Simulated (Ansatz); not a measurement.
Born–Oppenheimer molecular dynamics of C3H11NOSi (17 atoms, charge 0, multiplicity 1). It starts from a relaxed structure.

These are results of RKS B3LYP-D4/STO-3G (Ansatz), not measurements.

* ensemble: NVT, Langevin thermostat
* time step: 0.25 fs
* steps asked: 174
* set temperature: 300 K
* friction: 0.05 /fs
* seed: 670386

First frame:

```xyz
17
Properties=species:S:1:pos:R:3
C 2.159 -1.704 0.552
C 1.380 -0.393 0.219
O -0.036 -0.621 0.498
Si -0.964 0.811 0.247
C -1.073 1.253 -1.573
N -2.589 0.515 0.853
H 3.233 -1.571 0.352
H 2.026 -1.967 1.613
H 1.784 -2.536 -0.063
H 1.568 -0.133 -0.851
H 1.806 0.441 0.828
H -0.387 1.908 1.003
H -0.091 1.519 -1.982
H -1.468 0.419 -2.167
H -1.740 2.112 -1.717
H -2.582 0.240 1.865
H -3.043 -0.294 0.363
```

What does the run give?

The run went to its last step.

* steps done: 174
* time covered: 43.5 fs
* mean temperature over the second half: 278 K
* spread of the potential energy over the second half: 5.8 meV per atom
* mean potential energy of the second half above the start: 33.9 meV per atom

A run of 0.043 ps of so small a system gives no equilibrium averages. Limits of this set-up: minimal basis.

What happens to the structure?

The same pairs are bonded in the first frame and the last. Pairs count as bonded within 1.25 times the sum of covalent radii (0.12 Å more for H–H). The details hang on the random start.

How do temperature and energy run in time?


```json
{"time (fs)": "0.0", "T (K)": "282", "potential energy less start (eV)": "0.000"}
{"time (fs)": "2.0", "T (K)": "210", "potential energy less start (eV)": "0.191"}
{"time (fs)": "4.0", "T (K)": "148", "potential energy less start (eV)": "0.211"}
{"time (fs)": "6.0", "T (K)": "152", "potential energy less start (eV)": "0.271"}
{"time (fs)": "8.0", "T (K)": "181", "potential energy less start (eV)": "0.309"}
{"time (fs)": "10.0", "T (K)": "282", "potential energy less start (eV)": "0.241"}
{"time (fs)": "12.0", "T (K)": "214", "potential energy less start (eV)": "0.428"}
{"time (fs)": "14.0", "T (K)": "291", "potential energy less start (eV)": "0.359"}
{"time (fs)": "16.0", "T (K)": "230", "potential energy less start (eV)": "0.586"}
{"time (fs)": "18.0", "T (K)": "230", "potential energy less start (eV)": "0.688"}
{"time (fs)": "20.0", "T (K)": "315", "potential energy less start (eV)": "0.465"}
{"time (fs)": "22.0", "T (K)": "235", "potential energy less start (eV)": "0.715"}
{"time (fs)": "24.0", "T (K)": "318", "potential energy less start (eV)": "0.581"}
{"time (fs)": "26.0", "T (K)": "294", "potential energy less start (eV)": "0.630"}
{"time (fs)": "28.0", "T (K)": "255", "potential energy less start (eV)": "0.753"}
{"time (fs)": "30.0", "T (K)": "357", "potential energy less start (eV)": "0.498"}
{"time (fs)": "32.0", "T (K)": "328", "potential energy less start (eV)": "0.588"}
{"time (fs)": "34.0", "T (K)": "325", "potential energy less start (eV)": "0.556"}
{"time (fs)": "36.0", "T (K)": "244", "potential energy less start (eV)": "0.590"}
{"time (fs)": "38.0", "T (K)": "210", "potential energy less start (eV)": "0.589"}
{"time (fs)": "40.0", "T (K)": "289", "potential energy less start (eV)": "0.420"}
{"time (fs)": "42.0", "T (K)": "220", "potential energy less start (eV)": "0.484"}
```

The run took 11 min on 1 thread of Arm Neoverse V1 (shared host), peak memory 0.12 GiB.
